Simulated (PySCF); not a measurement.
# Ionising NaAs

ROHF-MP2; basis Na pcseg-1, As pcseg-1; no relativity; PySCF 2.14. Neutral (ROHF): triplet (π ↑↑), Re = 2.785 Å, ωe = 231 cm⁻¹, De = 0.77 eV.

NaAs⁺ (UHF): quartet (σ ↑, π ↑↑), Re = 3.317 Å, ωe = 92.7 cm⁻¹, De = 0.20 eV to Na⁺ + As. The energies at the minima are -2395.82976 hartree for NaAs and -2395.62877 for NaAs⁺.

Task: Work out the adiabatic ionisation energy, without and with harmonic zero-point energies (1 hartree = 27.2114 eV, 1 eV = 8065.5 cm⁻¹), and the change of the bond length.

Result: At MP2: 0.20099 hartree = 5.469 eV between the minima; the zero-point term (92.7 − 231.0)/2 cm⁻¹ = -0.009 eV makes it 5.461 eV. Re changes by +53.2 pm against the neutral. The electron leaves a σ orbital, and the ion is left as a loose complex of an ion and an atom.

Correlated steps freeze 10 core orbitals. UHF and ROHF references stand side by side, which adds small steps between rows. Weak bonds: NaAs⁺. Basis-set superposition, not corrected here, can be much of De in a small basis, most of all at correlated wavefunction levels. Spin–orbit coupling is left out. For an ion De counts to the pair picked by the measured ionisation energies or electron affinities, which need not be the lowest pair at this level. States were picked by a PBE0 search and need not be the measured ground states.

Neutral and ion stand on different kinds of reference determinant, which adds to the error of the difference.
